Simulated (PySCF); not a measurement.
C3H8OSi, SMILES C[SiH2]CC=O. The structure is a stationary point at B3LYP-D3(BJ)/def2-SVP. This is a generated structure with no PubChem entry under its InChIKey; it may be hypothetical. One conformer was computed; it need not be the lowest.

Computed equilibrium geometry at B3LYP-D3(BJ)/def2-SVP (PySCF confirms it by a frequency run) as a Z-matrix, and its point group (one conformer of several):
point group Cs.
```
Si
H 1 1.4900
H 1 1.4900 2 109.44
C 1 1.8869 2 109.89 3 120.75
H 4 1.1018 1 110.85 2 -60.24
H 4 1.1022 5 107.78 1 121.83
H 4 1.1022 5 107.78 6 116.34
C 1 1.9057 2 109.36 3 -119.78
H 8 1.1068 1 110.86 2 -62.41
H 8 1.1068 9 104.30 1 119.37
C 8 1.5073 9 108.22 10 115.06
O 11 1.2068 8 124.30 9 123.77
H 11 1.1229 12 120.09 8 180.00
```
